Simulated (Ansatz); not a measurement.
Start from `[F][GaH][I]` and change one element to get `[F][InH][I]`.

Ansatz, PBE0-D4/def2-TZVP geometries, multiplicity 1. 

Elements past krypton have def2 core potentials. Scalar relativity is left out up to krypton.

```tsv
property	`[F][GaH][I]`
HOMO–LUMO gap (PBE/def2-TZVPP) / eV	4.41
LUMO energy (B3LYP/def2-TZVPP) / eV	-1.98
HOMO energy (PBE/def2-TZVPP) / eV	-6.88
ideal-gas entropy at 298 K and 1 bar (rigid rotor, harmonic PBE0-D4/def2-TZVP) / J/(mol·K)	314
LUMO energy (PBE/def2-TZVPP) / eV	-2.47
size of the dipole moment (PBE/def2-TZVPP) / D	1.74
```

Problem. Give the same properties after the change, and the shifts. (Best estimate.)

Solution. Computed: 
```json
{"property": "HOMO–LUMO gap (PBE/def2-TZVPP) / eV", "`[F][InH][I]`": "3.99", "shift": "-0.42"}
{"property": "LUMO energy (B3LYP/def2-TZVPP) / eV", "`[F][InH][I]`": "-2.27", "shift": "-0.29"}
{"property": "HOMO energy (PBE/def2-TZVPP) / eV", "`[F][InH][I]`": "-6.78", "shift": "0.10"}
{"property": "ideal-gas entropy at 298 K and 1 bar (rigid rotor, harmonic PBE0-D4/def2-TZVP) / J/(mol·K)", "`[F][InH][I]`": "328", "shift": "14"}
{"property": "LUMO energy (PBE/def2-TZVPP) / eV", "`[F][InH][I]`": "-2.79", "shift": "-0.32"}
{"property": "size of the dipole moment (PBE/def2-TZVPP) / D", "`[F][InH][I]`": "2.42", "shift": "0.68"}
```

With PBE0 the HOMO rises by 0.11 eV and the LUMO falls by 0.23 eV, so the gap narrows by about 0.34 eV. PBE moves the HOMO by 0.10 eV and ωB97M-V by 0.11 eV. Dipoles are sizes alone; their direction can turn.

B3LYP here is the variant with VWN-RPA as its local correlation; programs differ in this.

Spin–orbit coupling is left out; it splits and shifts lone-pair levels of the heavy atoms by tenths of an eV.
